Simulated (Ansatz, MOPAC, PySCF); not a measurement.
Torsion H4–O1–B2–I3 in BH2IO (SMILES OBI); at each angle all else is relaxed with GFN2-xTB, and the levels are single points there.
Geometry at 0° (charge 0, multiplicity 1):
```xyz
5

O     -0.9905    -0.2986    -0.3690
B     -0.0043     0.5465    -0.2045
I      1.0558     0.7383     1.6362
H     -1.2829    -0.8756     0.3401
H      0.3008     1.2190    -1.1088
```

On the grid 0° to 330°, 120° is the highest and 0° the lowest point at MP2/CBS(def2-TZVPP, def2-QZVPP) + ΔCCSD(T)/def2-TZVPP.

Correlated levels freeze the cores. Filled d and f shells under p-block atoms count as core. Rows in STO-3G carry no dispersion term and start afresh at each structure; the Pople sets are all-electron and without relativity. The state reached by PM7 isn't checked; PM7 holds dispersion and hydrogen-bond terms.

The values were computed with Ansatz (a program for electronic structure) with Gaussian orbitals; MOPAC for PM7 (differences of heats of formation); PySCF for STO-3G rows.  In def2 rows elements past Kr take small-core potentials, without spin–orbit coupling.

One of these levels gives 471.4 meV for the energy at 120° less that at 0°. Name it.
(A) MP2/def2-SVP
(B) HF/STO-3G
(C) PM7
(D) BLYP/def2-TZVPP

A, MP2/def2-SVP. The others give 286.1 (PM7), 656.7 (HF/STO-3G), 419.5 (BLYP/def2-TZVPP)
